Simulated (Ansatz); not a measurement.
Reaction (formal exchange of groups at the Si–O bond): `[CH3][AlH][O][SiH3]` + `N=CBO` → `N=C([SiH3])BO` + `[CH3][AlH][OH]`

Calculated with Ansatz (gas phase, PBE0-D4/def2-TZVP geometries, no zero-point term in ΔE). CCSD(T)/CBS is the MP2 limit (def2-TZVPP, def2-QZVPP) plus CCSD(T) − MP2 in def2-TZVPP, frozen cores. Functionals use def2-TZVPP. B3LYP here is the variant with VWN-RPA as its local correlation; programs differ in this. HSE06 is defined as in plane-wave codes. Each species was taken in one conformer, which may not be the lowest.

```tsv
level	ΔE (kJ/mol)	difference from CCSD(T)/CBS
LDA (SPW92)	117.1	-12.9
PBE-D4	112.6	-17.4
revPBE-D4	110.6	-19.4
BLYP-D4	122.1	-7.9
r2SCAN-D4	127.9	-2.1
B97M-V	131.4	1.4
PBE0-D4	122.2	-7.8
B3LYP-D4	129.9	-0.1
r2SCANh-D4	130.0	0.0
r2SCAN0-D4	132.8	2.8
HSE06-D4	121.9	-8.1
BHLYP-D4	141.2	11.2
CAM-B3LYP-D4	136.4	6.4
ωB97X-V	130.3	0.3
ωB97M-V	129.7	-0.3
B2PLYP	134.2	4.2
PBE-QIDH	131.6	1.6
BLYP	126.0	-4.0
r2SCAN	128.3	-1.7
PBE0	123.8	-6.2
B3LYP	133.0	3.0
r2SCANh	130.4	0.4
r2SCAN0	133.3	3.3
HSE06	123.4	-6.6
BHLYP	143.4	13.4
CAM-B3LYP	138.1	8.1
RPA@PBE/def2-TZVPP	129.3	-0.7
HF/def2-SVP	151.9	21.9
MP2/def2-SVP	133.6	3.6
CCSD/def2-SVP	134.1	4.1
CCSD(T)/def2-SVP	130.7	0.7
HF/def2-TZVPP	154.6	24.6
SCS-MP2/def2-TZVPP	136.5	6.5
CCSD/def2-TZVPP	134.5	4.5
CCSD(T)/def2-TZVPP	130.3	0.3
HF/def2-QZVPP	156.3	26.3
MP2/def2-QZVPP	133.0	3.0
SCS-MP2/def2-QZVPP	136.8	6.8
HF/CBS(def2)	156.6	26.6
CCSD/CBS(def2)	134.2	4.2
CCSD(T)/CBS	130.0	0
```

Largest T1 diagnostic among the species: 0.014.

Leaving LDA and LC-ωPBE aside and taking each functional with its dispersion term where it has one, the values spread over 30.7 kJ/mol, from revPBE-D4 to BHLYP-D4. From BLYP to BHLYP (50 % exact exchange), in def2-TZVPP and without D4, ΔE moves by +17.4 kJ/mol. The D4 term adds −3.1 kJ/mol with B3LYP and −1.6 kJ/mol with PBE0; it sums over pairs of atoms, weighted by their polarisabilities, and B3LYP, whose exchange is more repulsive, gets the larger term.
